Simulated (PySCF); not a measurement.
PySCF 2.14 output of an unrestricted HSE06 calculation on a single atom or ion in ANO-RCC-VTZP (6s5p3d1f, 43 functions), with scalar relativity by spin-free X2C-1e:

```
SCF conv_tol = 1e-09
number electrons alpha = 18  beta = 17
    J. Heyd, G. E. Scuseria, and M. Ernzerhof.,  J. Chem. Phys. 118, 8207 (2003)
    J. Heyd, G. E. Scuseria, and M. Ernzerhof.,  J. Chem. Phys. 124, 219906 (2006)
    A. V. Krukau, O. A. Vydrov, A. F. Izmaylov, and G. E. Scuseria.,  J. Chem. Phys. 125, 224106 (2006)
cycle= 1 E= -2605.43957872197  delta_E= -0.00834  |g|= 0.0464  |ddm|= 0.128
cycle= 2 E= -2605.44015468203  delta_E= -0.000576  |g|= 0.013  |ddm|= 0.0401
cycle= 3 E= -2605.44021219902  delta_E= -5.75e-05  |g|= 0.00156  |ddm|= 0.0112
cycle= 4 E= -2605.44021359904  delta_E= -1.4e-06  |g|= 0.000995  |ddm|= 0.00228
cycle= 5 E= -2605.44021403389  delta_E= -4.35e-07  |g|= 1.12e-05  |ddm|= 0.000982
cycle= 6 E= -2605.44021403394  delta_E= -5e-11  |g|= 3.27e-07  |ddm|= 8.12e-06
converged SCF energy = -2605.44021403394  <S^2> = 0.75564504  2S+1 = 2.0056371
```

The run itself started from symmetry-adapted Hartree-Fock orbitals and held the occupation by maximum overlap, on a logarithmic radial grid, so the iterations belong to that start.

**Question.** Which element, charge and spin multiplicity is this?

**Answer.** Br (bromine, neutral), multiplicity 2; the state was [Ar] 3d10 4s1 4p6, 2S determinant (an excited configuration).
